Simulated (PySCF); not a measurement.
A calculated (revPBE, PySCF 2.14, x2c-QZVPPall with one added diffuse shell each of s, p, d, f type, the spin-free X2C one-electron Hamiltonian (Gaussian nucleus)) atom or ion has these occupied shells.

| shell | electrons | orbital energy (eV) | rms radius, mean of both spins (bohr) |
| --- | --- | --- | --- |
| 1s α | 1 | -30256.8 | 0.0325 |
| 1s β | 1 | -30256.7 | 0.0325 |
| 2s α | 1 | -4611.9 | 0.133 |
| 2s β | 1 | -4611.9 | 0.133 |
| 2p α | 3 | -4143.7 | 0.118 |
| 2p β | 3 | -4143.6 | 0.118 |
| 3s α | 1 | -911.27 | 0.353 |
| 3s β | 1 | -911.23 | 0.353 |
| 3p α | 3 | -758.31 | 0.354 |
| 3p β | 3 | -758.26 | 0.354 |
| 3d α | 5 | -523.71 | 0.333 |
| 3d β | 5 | -523.67 | 0.333 |
| 4s α | 1 | -157.09 | 0.841 |
| 4s β | 1 | -157.00 | 0.841 |
| 4p α | 3 | -110.21 | 0.911 |
| 4p β | 3 | -110.12 | 0.911 |
| 4d α | 5 | -41.958 | 1.12 |
| 4d β | 5 | -41.753 | 1.12 |
| 5s α | 1 | -21.091 | 2.30 |
| 5s β | 1 | -19.607 | 2.30 |
| 5p α | 2 | -12.544 | 2.83 |

Question: Name the element and its charge.

Answer: Sb⁺ (antimony, charge +1), in [Kr] 4d10 5s2 5p2, high-spin 3P determinant.
